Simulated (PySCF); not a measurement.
BFH4Si. Atoms are numbered in the order given.

```xyz
7

B     -0.5487     0.7887     0.0000
F      0.3311     1.7812     0.0000
H     -1.7034     1.1109     0.0000
Si     0.0649    -1.1516     0.0000
H     -0.4910    -1.8309     1.1989
H     -0.4910    -1.8309    -1.1989
H      1.5398    -1.3009     0.0000
```
Charge 0, spin multiplicity 1.

Coordinates come from a B3LYP-D3(BJ)/def2-TZVP optimisation.

These are TDDFT-B3LYP/def2-SVPD (PySCF) values and carry that method's errors.

Vertical excitations.  State labels are in the subgroup Cs.

Computed excitation energies, oscillator strengths and character:
| state | symmetry | energy (eV) | λ (nm) | f | main pairs |
|---|---|---|---|---|---|
| S1 | A" | 4.68 | 265 | 0.004 | HOMO→LUMO 99 % |
| S2 | A" | 6.62 | 187 | 0.008 | HOMO−1→LUMO 99 % |
| S3 | A' | 6.93 | 179 | 0.053 | HOMO−2→LUMO 94 % |
| S4 | A' | 7.12 | 174 | 0.015 | HOMO→LUMO+1 97 % |
| S5 | A' | 7.74 | 160 | 0.018 | HOMO→LUMO+2 90 % |
| S6 | A" | 8.10 | 153 | 0.001 | HOMO→LUMO+4 97 % |
| S7 | A' | 8.19 | 151 | 0.283 | HOMO→LUMO+3 80 % |
| S8 | A" | 8.41 | 147 | 0.012 | HOMO−3→LUMO 91 % |
| S9 | A' | 8.76 | 142 | 0.009 | HOMO→LUMO+5 62 %, HOMO−1→LUMO+1 34 % |
| S10 | A' | 8.89 | 139 | 0.167 | HOMO−1→LUMO+1 57 %, HOMO→LUMO+5 25 % |
| T1 | A" | 3.91 | 317 | 0 | HOMO→LUMO 99 % |
| T2 | A' | 6.28 | 197 | 0 | HOMO−2→LUMO 96 % |
| T3 | A" | 6.37 | 195 | 0 | HOMO−1→LUMO 96 % |
| T4 | A' | 6.70 | 185 | 0 | HOMO→LUMO+1 82 % |
Triplets are in the Tamm–Dancoff approximation, which puts them higher than full response would, so one can lie above its singlet here.
